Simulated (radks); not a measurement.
The numbers below are computed, except where a source is named.
Q: Rh I, 45 electrons, occupied as [Kr] 4d8 5s1. Level of theory: Dirac Kohn-Sham, BLYP, spin-unpolarised, spherical densities, point nucleus; open shells fill j = l - 1/2 first (a radial shooting solver on a logarithmic mesh with Libxc functionals). Some entries of the table are withheld. Estimate them.

orbital  occ.  eigenvalue (eV)  r(max) (bohr)  <r^2> (bohr^2)
1s1/2       2        -23030.34        0.02117        0.001438
2s1/2       2        -3337.950         0.1199         0.02368
2p1/2       2              (1)        0.09292         0.01777
2p3/2       4              (2)        0.09700         0.01911
3s1/2       2        -596.1183         0.3516          0.1747
3p1/2       2        -499.4108         0.3382          0.1709
3p3/2       4        -474.5226         0.3479          0.1804
3d3/2       4        -303.2106         0.2896          0.1624
3d5/2       6        -298.3016         0.2924          0.1653
4s1/2       2              (3)         0.8810           1.088
4p1/2       2              (4)            (5)           1.290
4p3/2       4              (6)            (7)           1.369
4d3/2       4          -6.0343          1.140           3.142
4d5/2       4          -5.6428          1.152           3.267
5s1/2       1          -4.3131          2.650           12.72

A: 
(1) 2p1/2 eigenvalue (eV): -3090.817
(2) 2p3/2 eigenvalue (eV): -2946.117
(3) 4s1/2 eigenvalue (eV): -82.3038
(4) 4p1/2 eigenvalue (eV): -52.9252
(5) 4p1/2 r(max) (bohr): 0.9269
(6) 4p3/2 eigenvalue (eV): -49.0021
(7) 4p3/2 r(max) (bohr): 0.9518
